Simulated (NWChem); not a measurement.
Species: CoH$_{2}$S$_{2}$, quartet; SMILES [SH][Co][SH]

```xyz
5

Co    -0.1726     0.1342    -0.0036
S     -0.2098     2.3215    -0.0053
H      1.1405     2.4372    -0.0130
S     -0.1340    -2.0531    -0.0019
H     -1.4841    -2.1710     0.0060
```
Atoms are numbered in this order, from 1.

Level: PBE0/def2-SVP, spin-unrestricted (NWChem), optimised geometry, unscaled harmonic frequencies. This spin state was assumed; another may lie lower.

```
frequency (cm⁻¹)  IR intensity (km/mol)
----------------  ---------------------
62                                 11.1
104                                15.7
252                                44.6
323                                 0.0
460                                97.5
494                                 0.0
606                                13.8
2682                                0.0
2684                                4.9
```

| Quantity | Result |
|---|---|
| zero-point energy | 11.0 kcal/mol |
| thermal correction to the enthalpy at 298.15 K (with zero-point energy) | 15.2 kcal/mol |
| heat capacity Cv | 16.9 cal/(mol K) |
| entropy at 298.15 K and 1 atm (symmetry number 2, electronic part: spin degeneracy alone) | 78.7 cal/(mol K) |
| dipole moment | 0.00 D |

Rigid rotor and harmonic oscillator; modes under 100 cm⁻¹ make the entropy uncertain.
